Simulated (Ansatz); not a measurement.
`C[S][SnH2][Cl]` + `B1C[SiH2]1` → `CB1C[SiH2]1` + `[SH][SnH2][Cl]` at 400 K and 1 bar (formal exchange of groups at a C–S bond).

Computed with Ansatz on PBE0-D4/def2-TZVP structures; ΔE is electronic, products minus reactants. CCSD(T)/CBS is the MP2 limit (def2-TZVPP, def2-QZVPP) plus CCSD(T) − MP2 in def2-TZVPP, frozen cores. Elements past krypton have def2 core potentials. For Sn outer-core shells are correlated without core-valence functions, which leaves a few kJ/mol of doubt a bond. Each species was taken in one conformer, which may not be the lowest.

```csv
species,CCSD(T)/CBS energy (Eh),H − E (kJ/mol),S (J/(mol·K))
`C[S][SnH2][Cl]`,-1112.69775,175.1,405.4
`B1C[SiH2]1`,-354.85519,164.0,300.5
`CB1C[SiH2]1`,-394.13392,245.3,356.1
`[SH][SnH2][Cl]`,-1073.44145,90.2,360.8
```

H − E and S are ideal-gas, rigid-rotor, harmonic terms from PBE0-D4/def2-TZVP, for one conformer and one mirror image of each species. 1 Eh = 2625.50 kJ/mol, R = 8.31446 J/(mol·K).

Task: By hand: ΔE, ΔH, ΔS and ΔG.

Result: ΔE = (-394.13392) + (-1073.44145) − (-1112.69775) − (-354.85519) = -0.02243 Eh = -58.9 kJ/mol. Δ(H − E) = 245.3 + 90.2 − 175.1 − 164.0 = -3.6, so ΔH = -62.5 kJ/mol. ΔS = 356.1 + 360.8 − 405.4 − 300.5 = 11.0 J/(mol·K). ΔG = -62.5 − 400 × (11.0)/1000 = -66.9 kJ/mol.

Task: By hand: the equilibrium constant, and the temperature at which ΔG would vanish if ΔH and ΔS stayed fixed.

Result: log₁₀ K = −ΔG/(RT ln 10) = 8.7. ΔH and −TΔS have one sign here, so there is no such temperature.

The number of gas molecules stays the same, so ΔS is small and ΔH decides. A doubt of 5 kJ/mol in ΔE shifts log₁₀ K by 0.7 here. Other conformers and mirror images would add mixing entropy, several J/(mol·K) or more a flexible species. Modes under 60 cm⁻¹, often nearly free rotors, make the harmonic entropy too high. These are equilibria of isolated gas molecules and say nothing of rates. Largest T1 diagnostic: 0.014 (customary marks: 0.02 for closed shells, 0.045 for open ones).

ΔS is within the doubt of such terms, so its sign, and with it that verdict, could turn.
